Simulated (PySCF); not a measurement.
SMILES c1(ccccc1)[SiH2][SiH2][SiH3] (GFN2-xTB optimised geometry):

```
21

Si    -3.793    -0.270    -2.828
Si    -2.584    -2.121    -2.140
Si    -1.594    -1.939    -0.048
C     -0.598    -0.337     0.000
C     -1.250     0.893    -0.006
C     -0.541     2.080    -0.004
C      0.844     2.059    -0.002
C      1.510     0.846     0.000
C      0.793    -0.337     0.000
H     -4.786     0.120    -1.820
H     -4.536    -0.460    -4.076
H     -2.930     0.897    -3.032
H     -1.557    -2.435    -3.149
H     -3.443    -3.318    -2.158
H     -0.678    -3.024     0.330
H     -2.591    -1.858     1.032
H     -2.331     0.919    -0.006
H     -1.068     3.024    -0.006
H      1.401     2.985    -0.001
H      2.591     0.823     0.002
H      1.320    -1.280     0.003
```

Calculation: PBE0/def2-SVP run with PySCF.

**Question.** What are the frontier orbital energies and the dipole moment?

**Answer.** HOMO-2 -8.37 eV, HOMO-1 -7.45 eV, HOMO -7.27 eV, LUMO -0.67 eV, LUMO+1 -0.43 eV; dipole moment 0.82 D.

Meta-Löwdin charges at PBE0/def2-SVP: Si1 0.23, Si2 0.09, Si3 0.38, C4 -0.21, C5 -0.10, C6 -0.10, C7 -0.10, C8 -0.11, C9 -0.10, H10 -0.08, H11 -0.07, H12 -0.07, H13 -0.06, H14 -0.07, H15 -0.08, H16 -0.08, H17 0.10, H18 0.11, H19 0.11, H20 0.11, H21 0.10.
